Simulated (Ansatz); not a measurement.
`CN[SiH](F)OC` + HCl → `CN[SiH](Cl)OC` + H–F  (ligand exchange at the Si–F bond)

Program: Ansatz. Geometries: PBE0-D4/def2-TZVP. ΔE: electronic, gas phase. CCSD(T)/CBS is the MP2 limit (def2-TZVPP, def2-QZVPP) plus CCSD(T) − MP2 in def2-TZVPP, frozen cores. This one scheme is used for every species. Functionals use def2-TZVPP. B3LYP here is the variant with VWN-RPA as its local correlation; programs differ in this. One conformer a species, not always the lowest.

```
             level  ΔE (kcal/mol)  difference from CCSD(T)/CBS
            PBE-D4            9.0                         -1.5
         r2SCAN-D4           11.2                          0.7
           PBE0-D4            9.2                         -1.3
          B3LYP-D4           11.4                          0.9
           ωB97X-V           11.5                          1.0
           ωB97M-V           11.2                          0.7
            B2PLYP           12.4                          1.9
               PBE           10.2                         -0.3
            r2SCAN           11.5                          1.0
              PBE0           10.3                         -0.2
             B3LYP           13.3                          2.8
     HF/def2-TZVPP           14.8                          4.3
    MP2/def2-TZVPP            9.9                         -0.6
SCS-MP2/def2-TZVPP           11.6                          1.1
   CCSD/def2-TZVPP           12.4                          1.9
CCSD(T)/def2-TZVPP           11.6                          1.1
     HF/def2-QZVPP           15.2                          4.7
    MP2/def2-QZVPP            9.4                         -1.1
SCS-MP2/def2-QZVPP           11.1                          0.6
      HF/CBS(def2)           15.3                          4.8
     MP2/CBS(def2)            8.8                         -1.7
    CCSD/CBS(def2)           11.3                          0.8
       CCSD(T)/CBS           10.5                            0
```

Largest T1 diagnostic among the species: 0.011.

In def2-TZVPP, CCSD(T) changes the Hartree–Fock value by −3.2 kcal/mol (the triples alone add −0.8 kcal/mol) and MP2 by −4.9 kcal/mol. The D4 term adds −1.9 kcal/mol with B3LYP and −1.1 kcal/mol with PBE0; it sums over pairs of atoms, weighted by their polarisabilities, and B3LYP, whose exchange is more repulsive, gets the larger term.
